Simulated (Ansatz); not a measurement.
`O[SiH](F)CCl`. Charge 0, multiplicity 1.

```csv
atom,x (Å),y (Å),z (Å)
O1,-0.303,-1.635,0.789
Si2,0.178,-0.709,-0.455
F3,1.758,-0.782,-0.657
C4,-0.243,1.091,-0.145
Cl5,0.258,1.522,1.519
H6,-0.146,-1.291,1.672
H7,-0.461,-1.237,-1.675
H8,-1.315,1.275,-0.220
H9,0.275,1.765,-0.828
```

Question: What are the harmonic wavenumbers in cm⁻¹ at PBE0-D4/def2-TZVP (Ansatz, finite differences of forces, unscaled)? (Estimate.)

Answer: The calculation gave: 64, 135, 222, 291, 360, 396, 617, 711, 769, 788, 844, 896, 901, 982, 1124, 1200, 1429, 2284, 3091, 3155, 3888.

Question: Is this a minimum?

Answer: Yes, all 21 modes are real.

Question: Give the ideal-gas thermochemistry at 298.15 K and 1 bar (rigid rotor, harmonic oscillator; point group C1, symmetry number 1).

Answer: Zero-point energy 144.4 kJ/mol; H(298) − E = 164.3 kJ/mol; entropy 343.3 J/(mol·K), of which translation 168.0, rotation 114.5, vibration 60.8; G(298) − E = 62.0 kJ/mol. Modes under 100 cm⁻¹ are hindered rotations or soft bends, so the harmonic entropy is rough.

Question: And at 400, 500, 600, 800 and 1000 K?

Answer: 
```tsv
T (K)	H − E (kJ/mol)	S (J/mol/K)	G − E (kJ/mol)
400	175.6	375.7	25.3
500	188.3	404.0	-13.7
600	202.2	429.3	-55.4
800	232.7	473.0	-145.8
1000	265.6	509.7	-244.1
```
